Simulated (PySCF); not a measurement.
Job file and geometry (Å, from GFN2-xTB) of an NMR shielding run on SMILES COB(OC)C(C)C, C5H13BO2, GIAO PBE0/pcSseg-1 NMR shielding, non-relativistic, gas phase (PySCF 2.14.0, density-fitted response routines); density fitting, a coarse starting grid and PySCF grid level 2 are the driver's defaults:

```
$ OMP_NUM_THREADS=1 python probes_run.py task.json out

{"job": {"kind": "nmr", "xc": "PBE0", "basis": "pcSseg-1"}, "charge": 0, "multiplicity": 1}
C      2.109317    -1.892467    -0.348761
O      0.805752    -1.455893    -0.035293
B      0.483261    -0.147145     0.068701
O      1.472166     0.758835    -0.155318
C      1.347841     2.155237    -0.124713
C     -1.053223     0.207754     0.416234
C     -1.830365     0.530141    -0.868773
C     -1.749574    -0.933311     1.161292
H      2.541166    -1.293605    -1.153209
H      2.039760    -2.936444    -0.657035
H      2.754872    -1.812762     0.529550
H      1.665521     2.554407    -1.091491
H      2.006897     2.548205     0.653951
H      0.325002     2.477305     0.076202
H     -1.098120     1.094339     1.060945
H     -1.375664     1.360553    -1.405218
H     -2.861636     0.792604    -0.636591
H     -1.836179    -0.336378    -1.525376
H     -1.245775    -1.136021     2.102835
H     -2.788194    -0.679515     1.369347
H     -1.721746    -1.838895     0.562251
```

**Question.** What does the program print?

**Answer.** 
```
coarse grid: 16752 points
cycle   1  E = -373.0675928987  dE =  8.081e-01  |g| = 8.007e-01  |ddm| = 3.745e+00
cycle   2  E = -372.9619156376  dE =  1.057e-01  |g| = 1.116e+00  |ddm| = 1.415e+00
cycle   3  E = -373.1923613538  dE = -2.304e-01  |g| = 8.847e-02  |ddm| = 8.629e-01
cycle   4  E = -373.1936198187  dE = -1.258e-03  |g| = 3.932e-02  |ddm| = 8.142e-02
cycle   5  E = -373.1939758309  dE = -3.560e-04  |g| = 6.967e-03  |ddm| = 3.310e-02
cycle   6  E = -373.1939842203  dE = -8.389e-06  |g| = 3.127e-03  |ddm| = 6.524e-03
final grid: 159504 points
cycle   7  E = -373.2623841294  dE = -4.924e-05  |g| = 1.413e-02  |ddm| = 3.324e-02
cycle   8  E = -373.2623464665  dE =  3.766e-05  |g| = 2.026e-02  |ddm| = 2.048e-02
cycle   9  E = -373.2624233018  dE = -7.684e-05  |g| = 1.600e-03  |ddm| = 1.206e-02
cycle  10  E = -373.2624238356  dE = -5.339e-07  |g| = 2.516e-04  |ddm| = 1.226e-03
cycle  11  E = -373.2624238440  dE = -8.318e-09  |g| = 1.550e-04  |ddm| = 2.906e-04
cycle  12  E = -373.2624238483  dE = -4.296e-09  |g| = 2.906e-05  |ddm| = 1.175e-04
cycle  13  E = -373.2624238484  dE = -1.564e-10  |g| = 6.746e-06  |ddm| = 2.410e-05
converged SCF energy = -373.2624238484

GIAO shielding tensors (ppm)
atom      isotropic    diamagn.    paramagn.     s11        s22        s33       span
  0 C      133.823     242.556    -108.733    106.069    113.165    182.236     76.166
  1 O      235.105     398.079    -162.974    108.385    255.691    341.240    232.855
  2 B       71.732     198.622    -126.890     56.110     72.615     86.470     30.360
  3 O      229.762     398.037    -168.275     65.626    278.641    345.019    279.392
  4 C      131.998     244.705    -112.708    104.095    109.409    182.488     78.393
  5 C      171.038     253.228     -82.189    165.917    170.229    176.968     11.051
  6 C      166.758     248.932     -82.174    152.864    160.128    187.283     34.419
  7 C      166.038     247.107     -81.070    151.913    160.796    185.405     33.492
  8 H       27.649      29.647      -1.998     23.288     26.445     33.212      9.924
  9 H       28.025      28.121      -0.096     23.567     26.244     34.263     10.696
 10 H       28.077      28.790      -0.714     24.098     25.499     34.633     10.535
 11 H       27.773      29.109      -1.337     23.922     25.326     34.070     10.148
 12 H       27.782      28.861      -1.078     23.591     25.445     34.311     10.721
 13 H       27.580      31.586      -4.007     23.094     27.983     31.662      8.568
 14 H       30.611      34.992      -4.381     26.414     29.697     35.720      9.306
 15 H       30.630      32.289      -1.658     25.424     29.720     36.747     11.323
 16 H       30.718      30.706       0.012     26.664     28.064     37.425     10.761
 17 H       30.993      32.062      -1.069     27.222     29.393     36.363      9.141
 18 H       30.685      31.252      -0.567     26.117     28.289     37.649     11.532
 19 H       30.971      30.343       0.628     26.585     28.739     37.589     11.004
 20 H       30.519      31.684      -1.165     26.418     29.770     35.369      8.951
```

Size and cost of the density-fitted run: 201 basis functions, 41 s wall time on 1 thread of an Arm Neoverse V1, shared host; peak memory 0.79 GiB.
